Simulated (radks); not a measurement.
Results of a calculation; reference values are marked as such.
Neutral technetium inside a hard spherical wall (all orbitals vanish at R), configuration held at [Kr] 4d5 5s2 and not refilled when levels cross. Code: a radial shooting solver on a logarithmic mesh with Libxc functionals. Model: scalar-relativistic Kohn-Sham, PBE, spin-polarised, spherical densities, finite nucleus; open shells are filled with parallel spins first (spin-orbit coupling, left out, can overturn this in heavy ions); Fermi nuclear charge, rms radius 4.4112 fm. Eigenvalues in eV for spin up, with the zero of energy where the potential of the charges vanishes at infinity; a dash marks a level that is unbound or too diffuse for the functional's potential to be trusted. A positive occupied level is held by the wall or, in an anion where self-interaction has pushed it up, behind a barrier. The pressure on the wall is -dE/dV.

[
 {"R (bohr)": "free", "E (hartree)": "-4285.67833", "kinetic (hartree)": "4425.173", "e(4s)": "-74.356", "e(4p)": "-46.452", "e(4d)": "-7.827", "e(5s)": "-5.540", "e(5p, empty)": "-1.623", "e(6s, empty)": "-", "pressure (GPa)": "0"},
 {"R (bohr)": "20", "E (hartree)": "-4285.67833", "kinetic (hartree)": "4425.173", "e(4s)": "-74.356", "e(4p)": "-46.452", "e(4d)": "-7.827", "e(5s)": "-5.540", "e(5p, empty)": "-1.623", "e(6s, empty)": "-", "pressure (GPa)": "< 0.0001"},
 {"R (bohr)": "10", "E (hartree)": "-4285.67767", "kinetic (hartree)": "4425.179", "e(4s)": "-74.304", "e(4p)": "-46.399", "e(4d)": "-7.777", "e(5s)": "-5.498", "e(5p, empty)": "-1.500", "e(6s, empty)": "1.729", "pressure (GPa)": "0.0170"},
 {"R (bohr)": "8", "E (hartree)": "-4285.67248", "kinetic (hartree)": "4425.217", "e(4s)": "-74.071", "e(4p)": "-46.166", "e(4d)": "-7.555", "e(5s)": "-5.298", "e(5p, empty)": "-1.082", "e(6s, empty)": "4.289", "pressure (GPa)": "0.232"},
 {"R (bohr)": "7", "E (hartree)": "-4285.66099", "kinetic (hartree)": "4425.287", "e(4s)": "-73.722", "e(4p)": "-45.818", "e(4d)": "-7.229", "e(5s)": "-4.973", "e(5p, empty)": "-0.489", "e(6s, empty)": "7.142", "pressure (GPa)": "0.904"},
 {"R (bohr)": "6", "E (hartree)": "-4285.62605", "kinetic (hartree)": "4425.471", "e(4s)": "-72.966", "e(4p)": "-45.070", "e(4d)": "-6.538", "e(5s)": "-4.193", "e(5p, empty)": "0.802", "e(6s, empty)": "12.486", "pressure (GPa)": "3.81"},
 {"R (bohr)": "4", "E (hartree)": "-4285.10268", "kinetic (hartree)": "4427.648", "e(4s)": "-67.328", "e(4p)": "-39.615", "e(4d)": "-1.376", "e(5s)": "3.718", "e(5p, empty)": "11.915", "e(6s, empty)": "48.317", "pressure (GPa)": "111"},
 {"R (bohr)": "3", "E (hartree)": "-4283.23161", "kinetic (hartree)": "4434.558", "e(4s)": "-57.092", "e(4p)": "-29.795", "e(4d)": "9.259", "e(5s)": "25.190", "e(5p, empty)": "38.725", "e(6s, empty)": "117.68", "pressure (GPa)": "1020"},
 {"R (bohr)": "2.5", "E (hartree)": "-4279.87754", "kinetic (hartree)": "4446.435", "e(4s)": "-45.426", "e(4p)": "-18.072", "e(4d)": "23.229", "e(5s)": "57.371", "e(5p, empty)": "75.960", "e(6s, empty)": "202.54", "pressure (GPa)": "4040"},
 {"R (bohr)": "1.5", "E (hartree)": "-4232.21757", "kinetic (hartree)": "4586.943", "e(4s)": "52.836", "e(4p)": "89.459", "e(4d)": "149.69", "e(5s)": "372.85", "e(5p, empty)": "406.26", "e(6s, empty)": "856.52", "pressure (GPa)": "148000"}
]
